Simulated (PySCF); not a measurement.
# Working out the ionisation energy of Sn

Sn [Kr] 4d10 5s2 5p2 (3P) → Sn⁺ [Kr] 4d10 5s2 5p1 (2P). All numbers are calculated (PySCF 2.14, scalar relativity by spin-free X2C-1e, in ANO-RCC-VTZP (7s6p4d2f1g, 68 functions)). Frozen: [Ar] 3d10. Energies in hartree (1 hartree = 27.21139 eV):

| part | Sn (lower) | Sn⁺ (upper) |
| --- | --- | --- |
| UHF | -6173.551969 | -6173.299759 |
| CCSD correlation | -0.623407 | -0.610033 |
| (T) | -0.014958 | -0.014140 |

Problem. What does Hartree-Fock give?

Solution. (-6173.299759) − (-6173.551969) = 0.252210 hartree = 6.863 eV.

Problem. What do CCSD and CCSD(T) give?

Solution. The CCSD correlation energies differ by 0.013374 hartree = 0.364 eV and the triples by 0.000818 hartree = 0.022 eV, so CCSD gives 7.227 eV and CCSD(T) 7.249 eV.

Measured between the centres of the two terms (NIST): 7.389 eV, so CCSD(T) (valence and next inner shell) is off by -0.140 eV.

What remains against the reference includes basis incompleteness, the frozen core and higher excitations.
